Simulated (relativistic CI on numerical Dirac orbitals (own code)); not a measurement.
## Ni2+ (3d8) in a crystal field

Calculated by Dirac-Coulomb-Breit CI, orbitals from a KLI potential per configuration, QED by a radiative potential, one configuration in a parametric crystal field, unscaled Slater integrals (own radial code). With so little scaling, terms lie 10 to 35 % too far apart, which can change the order of excited levels.

Field parameters in Wybourne normalisation: Oh B⁴₀ = 21Dq, B⁴₄ = √(5/14) B⁴₀. The field is a parameter set, without covalency.

S is read from ⟨S²⟩ = S(S + 1).

Levels (cm⁻¹, degeneracy): 0 (3), 19817 (2), 31697 (3), 31707 (2), 32034 (3), 32210 (1), 35853 (1), 44827 (1), 44859 (3), 45010 (3), 45051 (2), 51422 (3).

Problem. Which field gives this pattern?
A. Oh, 10Dq = 26650 cm⁻¹
B. Oh, 10Dq = 29250 cm⁻¹
C. Oh, 10Dq = 31850 cm⁻¹
D. Oh, 10Dq = 13650 cm⁻¹

Solution. C. Oh, 10Dq = 31850 cm⁻¹, ground level with S = 1.00.
